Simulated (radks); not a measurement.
Results of a calculation; reference values are marked as such.
Problem. Species: Dy+. Configuration: [Xe] 4f10 6s0.75 6p0.25 (fractional occupations, a model configuration). Level of theory: scalar-relativistic Kohn-Sham, exchange-only B88, spin-unpolarised, spherical densities, finite nucleus; Fermi nuclear charge, rms radius 5.2218 fm (a radial shooting solver on a logarithmic mesh with Libxc functionals). Some entries of the table are withheld. Estimate them.

orbital  occ.  eigenvalue (hartree)  <1/r> (bohr^-1)
1s          2             -1972.068            74.55
2s          2             -328.5856            17.33
2p          6             -291.6211            16.09
3s          2             -73.29318            6.375
3p          6             -61.94303              (1)
3d         10                   (2)            5.669
4s          2             -14.65612            2.689
4p          6             -10.91905            2.466
4d         10              -5.82837            2.173
5s          2                   (3)            1.018
5p          6                   (4)           0.8439
4f         10              -0.32213            1.552
6s       0.75                   (5)           0.3342
6p       0.25              -0.19000              (6)

Solution. 
(1) 3p <1/r> (bohr^-1): 5.976
(2) 3d eigenvalue (hartree): -47.33529
(3) 5s eigenvalue (hartree): -2.00829
(4) 5p eigenvalue (hartree): -1.14271
(5) 6s eigenvalue (hartree): -0.31237
(6) 6p <1/r> (bohr^-1): 0.2515
